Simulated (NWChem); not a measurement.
Program: NWChem. System: Br (-1), charge -1, spin multiplicity 1. Level: MP2/def2-SVPD, 9 core orbitals frozen.

The NWChem input:

```
start mol
memory heap 200 mb stack 900 mb global 1100 mb
charge -1
geometry units angstroms nocenter noautoz
  Br     0.000000     0.000000     0.000000
  symmetry group D2h
end
basis spherical
  * library def2-svpd
end
scf
  rhf
  nopen 0
  maxiter 100
  thresh 1e-7
  semidirect memsize 60000000 filesize 0
end
mp2
  freeze core 9
end
task mp2 energy
```

Part of the output:

```
             Northwest Computational Chemistry Package (NWChem) 7.3.0
             --------------------------------------------------------

                                NWChem Input Module
                                -------------------

 Scaling coordinates for geometry "geometry" by  1.889725989
 (inverse scale =  0.529177249)

                             Geometry "geometry" -> ""
                             -------------------------

 Output coordinates in angstroms (scale by  1.889725989 to convert to a.u.)

  No.       Tag          Charge          X              Y              Z
 ---- ---------------- ---------- -------------- -------------- --------------
    1 Br                  35.0000     0.00000000     0.00000000     0.00000000

 Effective nuclear repulsion energy (a.u.)       0.0000000000

            Nuclear Dipole moment (a.u.)
            ----------------------------
        X                 Y               Z
 ---------------- ---------------- ----------------
     0.0000000000     0.0000000000     0.0000000000

      Symmetry information
      --------------------

 Group name             D2h
 Group number             26
 Group order               8
 No. of unique centers     1

      Symmetry unique atoms

     1


 Summary of "ao basis" -> "" (spherical)
 ------------------------------------------------------------------------------
       Tag                 Description            Shells   Functions and Types
 ---------------- ------------------------------  ------  ---------------------
 *                         def2-svpd                  on all atoms

 Summary of "ao basis" -> "ao basis" (spherical)
 ------------------------------------------------------------------------------
       Tag                 Description            Shells   Functions and Types
 ---------------- ------------------------------  ------  ---------------------
 Br                        def2-svpd                15       41   6s5p4d

                                 NWChem SCF Module
                                 -----------------

  ao basis        = "ao basis"
[...]
     1   1 0 0     -0.000000      0.000000      0.000000
     1   0 1 0     -0.000000      0.000000      0.000000
     1   0 0 1     -0.000000      0.000000      0.000000

     2   2 0 0    -17.912621      0.000000      0.000000
     2   1 1 0     -0.000000      0.000000      0.000000
     2   1 0 1      0.000000      0.000000      0.000000
     2   0 2 0    -17.912621      0.000000      0.000000
     2   0 1 1      0.000000      0.000000      0.000000
     2   0 0 2    -17.912621      0.000000      0.000000

                   NWChem MP2 Semi-direct Energy/Gradient Module
                   ---------------------------------------------

  Basis functions       =     41
  Molecular orbitals    =     41
  Frozen core           =      9
  Frozen virtuals       =      0
  Active alpha occupied =      9
  Active beta occupied  =      9
  Active alpha virtual  =     23
  Active beta virtual   =     23
  Use MO symmetry       = T
  Use skeleton AO sym   = T

  AO/Fock/Back tols     =   1.0D-09  1.0D-09  1.0D-09

 GA uses MA = F    GA memory limited = T

 Available:
  local mem=  1.26D+08
 global mem=  1.44D+08
 local disk=  0.00D+00
  mp2_memr nvloc                    23
  nvloc new                    23
   1 passes of   9:        3145728                       8707                    608906.
   1 passes of   9: M    126154108           G      144175838           F     123008380.

 Semi-direct pass number   1 of   1  for RHF alpha+beta  at        0.2s
  vrange nnbf                   861
  mp2_eaftype                    10  avail_ma_in_mb                  1099
 EAF : mp2_eaftype filesize          10     304453.
  mp2_eaf for mointskh                     10
Node 0 wrote      1.4 Mb in      0.0 s     Agg I/O rate:  1891.6 Mb/s
 Done moints_semi at        0.5s
  mp2_eaftype                    10  avail_ma_in_mb                  1089
 EAF : mp2_eaftype filesize          10     304453.
  mp2_eaf for kh                    10
 Done maket at        0.5s
 Done multipass loop at        0.5s

          -------------------------------------------
          SCF energy               -2572.177292433438
          Correlation energy          -0.245613818846
          Singlet pairs               -0.127042927220
          Triplet pairs               -0.118570891626
          Total MP2 energy         -2572.422906252285
          -------------------------------------------

          ---------------------------------------------------
                    Spin Component Scaled (SCS) MP2
          Same spin pairs                     -0.079047261084
          Same spin scaling factor             0.333333333333
          Opposite spin pairs                 -0.166566557762
          Opposite spin scaling fact.          1.200000000000
          SCS-MP2 correlation energy          -0.226228956343
          Total SCS-MP2 energy             -2572.403521389781
          ---------------------------------------------------

 -----------------------
 Performance information
 -----------------------

 Timer overhead =  9.46D-08 seconds/call

               Nr. of calls         CPU time (s)                 Wall time (s)                GFlops
             ---------------    -------------------     ------------------------------   -------------------
Name         Min   Avg   Max    Min     Avg     Max     Min     Avg     Max   Mx/calls   Min     Max     Sum
mp2: moin     1     1     1   0.30    0.30    0.30     0.30    0.30    0.30    0.30      0.0     0.0     0.0
mp2: make     1     1     1   6.63E-3 6.63E-3 6.63E-3  6.63E-3 6.63E-3 6.63E-3 6.63E-3   0.0     0.0     0.0
mp2: tota     1     1     1   0.32    0.32    0.32     0.32    0.32    0.32    0.32      0.0     0.0     0.0

 The average no. of pstat calls per process was 3.00D+00
 with a timing overhead of 2.84D-07s

 Task  times  cpu:        0.5s     wall:        0.5s

 Total times  cpu:        0.5s     wall:        0.5s
```
